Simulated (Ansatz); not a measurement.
Reaction (silylene formation by 1,1-elimination): `F[SiH2]N[SiH2][SiH3]` → `N[SiH2][SiH3]` + `F[SiH]`

Gas-phase electronic energies from Ansatz, PBE0-D4/def2-TZVP geometries. CBS: MP2 limit from def2 TZ/QZ plus the TZ coupled-cluster correction, frozen cores. This one scheme is used for every species. Functionals use def2-TZVPP. B3LYP here is the variant with VWN-RPA as its local correlation; programs differ in this. Each species was taken in one conformer, which may not be the lowest.

`F[SiH2]N[SiH2][SiH3]`:

```xyz
13

F     0.156   -2.693   -1.139
Si   -0.411   -1.379   -1.859
N    -0.807   -0.146   -0.748
Si    0.256    1.044   -0.055
Si    0.517    0.738    2.253
H    -1.635   -1.800   -2.577
H     0.666   -0.895   -2.749
H    -1.736   -0.192   -0.354
H     1.561    0.889   -0.752
H    -0.255    2.421   -0.310
H     1.169   -0.568    2.537
H    -0.820    0.750    2.913
H     1.339    1.831    2.840
```

`N[SiH2][SiH3]`:

```xyz
10

N    -0.424   -1.690   -0.408
Si    0.029   -0.093   -0.875
Si    0.149    1.241    1.045
H     0.079   -2.154    0.331
H    -0.709   -2.352   -1.113
H    -1.019    0.414   -1.803
H     1.332    0.023   -1.603
H     1.066    0.620    2.043
H    -1.186    1.402    1.680
H     0.683    2.589    0.704
```

`F[SiH]`:

```xyz
3

F     1.016   -0.305    0.644
Si   -0.235   -0.567   -0.338
H    -0.781    0.873   -0.306
```

**Question.** Is it downhill or uphill in electronic energy at CCSD(T)/CBS, and by how much? (Estimate.)

**Answer.** Computed: Uphill: ΔE = +286.2 kJ/mol.

**Question.** What do these levels give: PBE-D4, r2SCAN-D4, B3LYP-D4, ωB97X-V, PBE, MP2/CBS(def2)? (An estimate is asked.)

**Answer.** Computed: PBE-D4 273.8, r2SCAN-D4 301.1, B3LYP-D4 277.4, ωB97X-V 291.0, PBE 264.1, MP2/CBS(def2) 305.1 kJ/mol.

Largest T1 diagnostic among the species: 0.015.

From PBE to PBE0 (25 % exact exchange), in def2-TZVPP and without D4, ΔE moves by +17.0 kJ/mol. The D4 term adds +15.5 kJ/mol with B3LYP and +8.6 kJ/mol with PBE0; it sums over pairs of atoms, weighted by their polarisabilities, and B3LYP, whose exchange is more repulsive, gets the larger term.
